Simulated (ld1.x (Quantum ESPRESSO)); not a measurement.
# Configuration tests for thallium (Tl) (PAW)

ld1.x (Quantum ESPRESSO) 7.5 input, shortened:

```
&input
   title='Tl', zed=81., rel=1, dft='PZ', iswitch=3,
   config='[Xe] 4f14 5d10 6s2 6p1'
 /
 &inputp
   pseudotype=3, lpaw=.true., tm=.true., lloc=-2, rcloc=1.45,
   nlcc=.true.,
   which_augfun='BESSEL', rmatch_augfun=1.70
 /
6
6S  1  0   2.00   0.00  2.20  2.40  0.0
6S  1  0   0.00   0.85  2.20  2.40  0.0
6P  2  1   1.00   0.00  2.10  2.65  0.0
6P  2  1   0.00   0.55  2.10  2.65  0.0
5D  3  2  10.00   0.00  1.55  1.90  0.0
5D  3  2   0.00   3.15  1.55  1.90  0.0
 &test
   configts(1)='5d10 6s2 6p1'
 /
```

Energies are relative to the spin-unpolarised reference configuration 5d10 6s2 6p1; without spin polarisation the order of configurations can differ from experiment. Spin-polarised rows fill each open shell by Hund’s rule, majority spin first.

| valence configuration | charge | ΔE all-electron (eV) | error AE − PS (meV) |
| --- | --- | --- | --- |
| 5d10 6s2 6p0 | +1 | 5.409 | -1.3 |
| 5d10 6s1 6p0 | +2 | 26.609 | +5.2 |
| 5d10 6s0 6p0 | +3 | 57.209 | -9.7 |
| 5d10 6s1 6p2 | 0 | 7.483 | +0.3 |
| 5d10 6s2 6p0.5 | +0.5 | 1.969 | -0.8 |
| 5d10 6s0 6p3 | 0 | 15.397 | -3.5 |
| 5d10 6s2 6p1.3 | -0.3 | -0.551 | +0.3 |
| 5d10 6s1 6p0 (spin-polarised) | +2 | 26.424 | +9.3 |

Task: What are ΔE and the potential's error for 5d10 6s2 6p1 (spin-polarised)?

Result: ΔE = -0.114 eV all-electron; the error (AE − PS) is +0.1 meV.
